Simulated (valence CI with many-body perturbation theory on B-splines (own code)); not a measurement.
Se XXVIII: electric-dipole lines

Calculated by configuration interaction combined with many-body perturbation theory (CI+MBPT): five valence electrons over a frozen Dirac-Fock core [He], a basis of 11 s, 11 p, 10 d, 8 f, 5 g, 2 h functions for each j, with the one-electron correlation potential Σ1 (screened to all orders), the two-electron term Σ2, the three-electron term Σ3, Breit, model QED; selected single and double excitations, second order for the rest, scaled by the run's own slope (own B-spline code, finite nucleus).

No measured spectrum was set against this ion. As an estimate, large intervals hold to a few tenths of a per cent, small ones and those within an open d or f shell to about a per cent. Among the levels kept, up to 5300 cm⁻¹ of a level comes from second order outside the variational space, and about a tenth of that is noise between levels of different J, which matters for small intervals.

Lines 51 to 100 of 600 in falling wavelength, among levels below 148.05 Ry, chosen from the strongest by gf and those to the six lowest levels. Wavelengths and rates use the calculated energies. Electric multipoles are in the length gauge, E1 and E2 with the static RPA response of the core. Weak lines are less certain than strong ones. Lines between different terms over intervals too small for the method are left out, as are lines whose strength nearly cancels. Where a level lies close to another of its J and parity, the split of strength between their lines is uncertain. The highest levels of a list are the least certain.

Levels are named by their leading jj configuration (3d3/2^4 stands for four electrons in 3d with j = 3/2), which in mixed levels can hold well under half, so a name can repeat and another be missing. Letters in brackets count levels of one name in rising energy.

```tsv
λ vac (nm)	Upper	Lower	A (s⁻¹)	S (a.u.)
28.02	(2s 2p1/2 2p3/2^2 3d3/2) J=7/2 [b]	(2s 2p1/2 2p3/2^2 3p3/2) J=7/2 [b]	9.08e+08	7.89e-02
27.94	(2s 2p1/2 2p3/2^2 3d3/2) J=7/2 [c]	(2s 2p1/2 2p3/2^2 3p3/2) J=7/2 [c]	1.19e+09	1.02e-01
27.85	(2s 2p3/2^3 3d5/2) J=5/2	(2s 2p3/2^3 3p3/2) J=3/2 [a]	1.52e+09	9.72e-02
27.83	(2s^2 2p3/2^2 3p3/2) J=5/2	(2s^2 2p3/2^2 3s) J=3/2	3.11e+09	1.99e-01
27.83	(2s^2 2p3/2^2 3d5/2) J=7/2	(2s^2 2p3/2^2 3p3/2) J=5/2	3.19e+09	2.71e-01
27.72	(2s 2p1/2 2p3/2^2 3p3/2) J=3/2 [b]	(2s 2p1/2 2p3/2^2 3s) J=5/2 [b]	4.05e+09	1.70e-01
27.67	(2s 2p1/2 2p3/2^2 3d5/2) J=7/2 [e]	(2s 2p1/2 2p3/2^2 3p3/2) J=5/2 [e]	4.33e+09	3.62e-01
27.57	(2s^2 2p1/2 2p3/2 3d5/2) J=7/2 [a]	(2s^2 2p1/2 2p3/2 3p3/2) J=5/2 [a]	3.60e+09	2.98e-01
27.57	(2s^2 2p1/2 2p3/2 3d5/2) J=9/2	(2s^2 2p1/2 2p3/2 3p3/2) J=7/2	4.36e+09	4.51e-01
27.56	(2s 2p3/2^3 3p1/2) J=3/2 [a]	(2s 2p3/2^3 3s) J=5/2	3.76e+09	1.55e-01
27.30	(2s 2p1/2 2p3/2^2 3d5/2) J=5/2 [e]	(2s 2p1/2 2p3/2^2 3p3/2) J=3/2 [d]	2.20e+09	1.32e-01
27.26	(2s^2 2p3/2^2 3d5/2) J=9/2	(2s^2 2p3/2^2 3p3/2) J=7/2	4.50e+09	4.49e-01
27.17	(2s 2p1/2 2p3/2^2 3d5/2) J=7/2 [b]	(2s 2p1/2 2p3/2^2 3p3/2) J=5/2 [b]	2.90e+09	2.30e-01
27.00	(2s 2p3/2^3 3d3/2) J=5/2	(2s 2p3/2^3 3p3/2) J=3/2 [a]	1.47e+09	8.54e-02
26.96	(2s 2p1/2 2p3/2^2 3d3/2) J=9/2	(2s 2p1/2 2p3/2^2 3p3/2) J=7/2 [b]	3.48e+09	3.37e-01
26.89	(2s 2p1/2^2 2p3/2 3d5/2) J=5/2 [a]	(2s 2p1/2^2 2p3/2 3p3/2) J=5/2 [a]	1.41e+09	8.10e-02
26.85	(2s^2 2p3/2^2 3p3/2) J=1/2	(2s^2 2p3/2^2 3s) J=3/2	4.39e+09	8.38e-02
26.83	(2s^2 2p3/2^2 3d5/2) J=5/2 [b]	(2s^2 2p3/2^2 3p3/2) J=3/2 [b]	4.31e+09	2.47e-01
26.82	(2s^2 2p3/2^2 3p1/2) J=5/2	(2s^2 2p3/2^2 3s) J=5/2	3.72e+09	2.13e-01
26.75	(2s 2p1/2 2p3/2^2 3d3/2) J=5/2 [b]	(2s 2p1/2 2p3/2^2 3p1/2) J=5/2 [b]	2.46e+09	1.39e-01
26.71	(2s^2 2p1/2 2p3/2 3d5/2) J=5/2 [a]	(2s^2 2p1/2 2p3/2 3p3/2) J=3/2 [a]	3.51e+09	1.98e-01
26.67	(2s 2p1/2 2p3/2^2 3d5/2) J=5/2 [b]	(2s 2p1/2 2p3/2^2 3p3/2) J=5/2 [b]	2.29e+09	1.29e-01
26.64	(2s 2p1/2 2p3/2^2 3d5/2) J=7/2 [a]	(2s 2p1/2^2 2p3/2 3p3/2) J=5/2 [b]	1.10e+09	8.21e-02
26.57	(2s^2 2p1/2^2 3d5/2) J=5/2	(2s^2 2p1/2^2 3p3/2) J=3/2	4.83e+09	2.68e-01
26.56	(2s 2p3/2^3 3p3/2) J=5/2 [b]	(2s 2p3/2^3 3s) J=3/2 [b]	3.72e+09	2.06e-01
26.51	(2s 2p1/2 2p3/2^2 3d5/2) J=5/2 [d]	(2s 2p1/2 2p3/2^2 3p3/2) J=3/2 [c]	2.70e+09	1.49e-01
26.42	(2s 2p1/2 2p3/2^2 3p3/2) J=3/2 [d]	(2s 2p1/2 2p3/2^2 3s) J=1/2 [b]	3.52e+09	1.28e-01
26.40	(2s 2p1/2 2p3/2^2 3d5/2) J=3/2 [c]	(2s 2p1/2 2p3/2^2 3p3/2) J=1/2 [b]	3.11e+09	1.13e-01
26.37	(2s 2p1/2 2p3/2^2 3p3/2) J=7/2 [c]	(2s 2p1/2 2p3/2^2 3s) J=5/2 [c]	6.20e+09	4.49e-01
26.36	(2s 2p1/2 2p3/2^2 3d5/2) J=5/2 [f]	(2s 2p1/2 2p3/2^2 3p3/2) J=3/2 [e]	3.26e+09	1.77e-01
26.34	(2s 2p1/2 2p3/2^2 3d5/2) J=3/2 [a]	(2s 2p1/2 2p3/2^2 3p3/2) J=3/2 [a]	2.48e+09	8.94e-02
26.28	(2s 2p1/2^2 2p3/2 3d5/2) J=3/2 [b]	(2s 2p1/2^2 2p3/2 3p3/2) J=1/2 [c]	2.41e+09	8.62e-02
26.13	(2s 2p3/2^3 3p3/2) J=3/2 [a]	(2s 2p3/2^3 3s) J=3/2 [a]	4.37e+09	1.54e-01
26.13	(2s^2 2p1/2 2p3/2 3d5/2) J=7/2 [b]	(2s^2 2p1/2 2p3/2 3p3/2) J=5/2 [b]	4.49e+09	3.16e-01
26.02	(2s 2p1/2^2 2p3/2 3d5/2) J=7/2	(2s 2p1/2 2p3/2^2 3p1/2) J=5/2 [a]	3.49e+09	2.43e-01
25.99	(2s 2p1/2^2 2p3/2 3d5/2) J=5/2 [b]	(2s 2p1/2^2 2p3/2 3p3/2) J=3/2 [b]	2.29e+09	1.19e-01
25.89	(2s^2 2p3/2^2 3p3/2) J=5/2	(2s^2 2p3/2^2 3s) J=5/2	1.77e+09	9.11e-02
25.67	(2s 2p1/2 2p3/2^2 3d5/2) J=7/2 [c]	(2s 2p1/2 2p3/2^2 3p1/2) J=5/2 [c]	2.66e+09	1.78e-01
25.63	(2s 2p1/2 2p3/2^2 3d5/2) J=5/2 [g]	(2s 2p1/2 2p3/2^2 3p3/2) J=3/2 [f]	4.48e+09	2.23e-01
25.59	(2s 2p1/2 2p3/2^2 3d3/2) J=7/2 [a]	(2s 2p1/2 2p3/2^2 3p3/2) J=5/2 [a]	2.83e+09	1.87e-01
25.56	(2s 2p3/2^3 3p3/2) J=7/2	(2s 2p3/2^3 3s) J=5/2	6.98e+09	4.60e-01
25.42	(2s 2p1/2^2 2p3/2 3d5/2) J=5/2 [b]	(2s 2p1/2^2 2p3/2 3p3/2) J=5/2 [b]	1.45e+09	7.07e-02
25.39	(2s 2p1/2 2p3/2^2 3p3/2) J=7/2 [a]	(2s 2p1/2 2p3/2^2 3s) J=5/2 [a]	5.55e+09	3.59e-01
25.29	(2s^2 2p1/2 2p3/2 3p1/2) J=3/2 [b]	(2s^2 2p1/2 2p3/2 3s) J=5/2	5.65e+09	1.80e-01
25.28	(2s 2p1/2 2p3/2^2 3p3/2) J=5/2 [e]	(2s 2p1/2 2p3/2^2 3s) J=3/2 [d]	6.54e+09	3.13e-01
25.27	(2s 2p1/2 2p3/2^2 3d3/2) J=7/2 [c]	(2s 2p1/2 2p3/2^2 3p3/2) J=5/2 [c]	2.26e+09	1.44e-01
25.22	(2s 2p1/2 2p3/2^2 3d3/2) J=3/2 [b]	(2s 2p1/2 2p3/2^2 3p1/2) J=5/2 [b]	3.12e+09	9.87e-02
25.19	(2s 2p1/2^2 2p3/2 3d5/2) J=5/2 [a]	(2s 2p1/2^2 2p3/2 3p3/2) J=3/2 [a]	4.09e+09	1.94e-01
25.16	(2s^2 2p1/2 2p3/2 3p3/2) J=7/2	(2s^2 2p1/2 2p3/2 3s) J=5/2	6.80e+09	4.27e-01
25.13	(2s^2 2p3/2^2 3p3/2) J=7/2	(2s^2 2p3/2^2 3s) J=5/2	6.66e+09	4.18e-01
```
